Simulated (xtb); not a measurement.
TeHBr, SMILES Br[TeH]. All values are semi-empirical tight-binding results from xtb (GFN2-xTB unless named), good for trends rather than for accurate numbers. Coordinates come from a GFN2-xTB optimisation.

Optimised geometry:

```xyz
3

Te     0.0316     0.9843     0.0000
H     -1.6157     1.0246     0.0000
Br    -0.0008    -1.4916     0.0000
```

Computed properties:
The point group as xtb finds it is Cs, the orbital gap is 3.06 eV and the zero-point energy is 4.1 kcal/mol. The G − E(el) at 298.15 K (modified RRHO) comes out as -13.4 kcal/mol and the static polarisability (D4 model) comes out as 62.2 bohr³. The solvation energy, GFN2-xTB/ALPB(water) is -1.6 kcal/mol and the solvation energy, GFN2-xTB/ALPB(methanol) is -3.9 kcal/mol.

### Question
Give the atomic charges and the Wiberg bond orders between heavy atoms. (The exact figures need the calculation; the answer reports its results.)

### Answer
charges (e) Te1 0.10, H2 0.03, Br3 -0.13. Bond orders Te1–Br3 1.22.
